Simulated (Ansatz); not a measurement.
Two isomers of C3H8OSi: A = `C1C[SiH2]CO1`, B = `C[SiH2]CC=O`.

Program: Ansatz. Geometries: PBE0-D4/def2-TZVP. ΔE: electronic, gas phase. CCSD(T)/CBS adds triple-zeta CCSD(T) − MP2 to the extrapolated MP2 energy (def2 sets, frozen cores). DFT in def2-TZVPP. B3LYP here is the variant with VWN-RPA as its local correlation; programs differ in this. One conformer a species, not always the lowest.

(1) Which is lower in electronic energy at CCSD(T)/CBS, and by how much? (Best estimate.)

(2) Give E(B) − E(A) in kJ/mol with CCSD(T)/def2-TZVPP, CCSD/def2-TZVPP, B2PLYP, ωB97M-V, B3LYP-D4, PBE-D4, PBE0-D4. (Estimate.)

(3) Does the order hold for the free energy at 298.15 K (harmonic terms from PBE0-D4)? (An estimate is asked.)

Largest T1 diagnostic: 0.013.

Answers

(1) Computed: B, by 49.9 kJ/mol.

(2) Computed: CCSD(T)/def2-TZVPP -53.1, CCSD/def2-TZVPP -53.4, B2PLYP -59.6, ωB97M-V -50.6, B3LYP-D4 -58.8, PBE-D4 -47.6, PBE0-D4 -40.9. None reverses the order clearly.

(3) Computed: Yes: G(B) − G(A) = -72.0 kJ/mol, for one conformer each. Modes under 60 cm⁻¹, often nearly free rotors, make the harmonic entropy too high.

Leaving LDA and LC-ωPBE aside and taking each functional with its dispersion term where it has one, the values, not all of them listed here, spread over 25.1 kJ/mol, from BLYP-D4 to PBE-QIDH. LDA lies +32.6 kJ/mol from PBE without D4. From PBE to PBE0 (25 % exact exchange), in def2-TZVPP and without D4, E(B) − E(A) moves by +7.2 kJ/mol.
